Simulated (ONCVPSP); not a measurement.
copper ONCV: all-electron and pseudo phase curves

ONCVPSP 4.0.1 input, shortened (lines: element, Z, core and valence counts, functional; n l f; lmax; l rc ep ncon nbas qcut; lloc lpopt rc5 dvloc0; l nproj debl; icmod fcfact rcfact), BLYP, scalar-relativistic:

```
  Cu 29.00    3    4  -106131      upf
    1    0    2.00
    2    0    2.00
    2    1    6.00
    3    0    2.00
    3    1    6.00
    3    2    9.00
    4    0    2.00
    2
    0    1.40    0.00    3    7    8.90
    1    0.95    0.00    5    9   13.30
    2    1.40    0.00    4    9    9.90
    4    2    0.70    0.00
    0    2    1.00
    1    2    1.30
    2    2    1.60
    1    0.55    0.00
```

In the p channel the program set the typed energies aside and used -2.834, 0.250 Ha.

The phase is arctan(r·R′/R) of the radial function R(r), unwrapped; energies in Ha, scanned from -6 to 5 Ha. A pole is an energy at which the radial function vanishes at the test radius. The pseudo phase is shifted by a multiple of π to meet the all-electron one at the reference energy, and phase errors are pseudo minus all-electron; the curves can meet again beyond the range given. Levels narrower than the energy grid can be missing from the lists of poles.

Q: For each channel, where are the poles, and over which energies does the pseudopotential scatter like the atom?

A:

```tsv
channel	radius (bohr)	reference energy (Ha)	poles, all-electron	poles, pseudo	unbroken range about the reference energy with phases within 0.05 rad	phase error 1 Ha above the reference energy (rad)
s	1.42	-0.21	-4.16	-4.16	the whole range	-0.001
p	0.96	-2.83	-0.06	-0.06	the whole range	+0.000
d	1.42	-0.35	0.23	0.23	the whole range	-0.000
```

Phases in the d channel:

```csv
E (Ha),all-electron,pseudo
-5.96,1.318,1.318
-5.40,1.302,1.302
-4.84,1.282,1.282
-4.28,1.258,1.257
-3.72,1.226,1.226
-3.16,1.182,1.182
-2.60,1.118,1.118
-2.04,1.009,1.009
-1.48,0.772,0.772
-0.92,0.016,0.016
-0.36,-1.148,-1.148
0.20,-1.559,-1.559
0.76,-1.757,-1.757
1.32,-1.925,-1.925
1.88,-2.144,-2.144
2.44,-2.528,-2.528
3.00,-3.207,-3.205
3.56,-3.847,-3.845
4.12,-4.185,-4.183
4.68,-4.361,-4.358
```
